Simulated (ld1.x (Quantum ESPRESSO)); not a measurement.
**Before and after: TM potential for As**

* Element: arsenic
* Generator: ld1.x (Quantum ESPRESSO) 7.5
* Type: norm-conserving Troullier–Martins (Kleinman–Bylander form)
* Functional: BLYP
* Relativity: scalar-relativistic
* Frozen core: [Ar] 3d10
* Valence charge: 5
* Reference configuration: 4s2 4p2 (charge +1)
* Partial waves: 4p (bound): rc 1.70 bohr; 4d channel at 0.5 Ry: rc 1.30 bohr; 4s (bound): rc 1.20 bohr
* Local potential: the s channel
* Core correction: Bessel-smoothed model core inside 0.70 bohr

Change: reference 4s1.5 4p3.5.

Cutoffs: the cutoffs (Ry, on a coarse ladder) from which the occupation-weighted sum of valence levels, in a spherical-Bessel basis at the reference potential, stays within 10 and 1 mRy of its value at 400 Ry; they do not see the model core or the augmentation charge, which bear on the density cutoff. Errors are all-electron minus pseudo energies relative to the spin-unpolarised reference configuration.

**Question.** What does the change do?

**Answer.** The potential gets softer (80 Ry and 160 Ry → 55 Ry and 160 Ry); both files keep a bound ghost (d, p).

| quantity | base | changed |
| --- | --- | --- |
| cutoff, loose | 80 Ry | 55 Ry |
| cutoff, tight | 160 Ry | 160 Ry |
| loose cutoff by channel (10 mRy a level) | p 21 Ry, s 50 Ry | p 18 Ry, s 50 Ry |
| bound ghosts | p, d | p, d |
| largest error over its own tests, meV | -250 | -57 |
| s: phases at 1.84 bohr within 0.05 rad from the reference energy up to (Ry; the scan ends near 5) | 1.7 | 2.3 |
| p: phases at 1.84 bohr within 0.05 rad from the reference energy up to (Ry; the scan ends near 5) | 4.6 | to the end of the scan |
| d: phases at 1.84 bohr within 0.05 rad from the reference energy up to (Ry; the scan ends near 5) | 1.9 | 2.0 |

 A true bound ghost makes a file unfit for plane-wave use even where its test errors are small: the radial tests pick states by their node count and pass the ghost by.
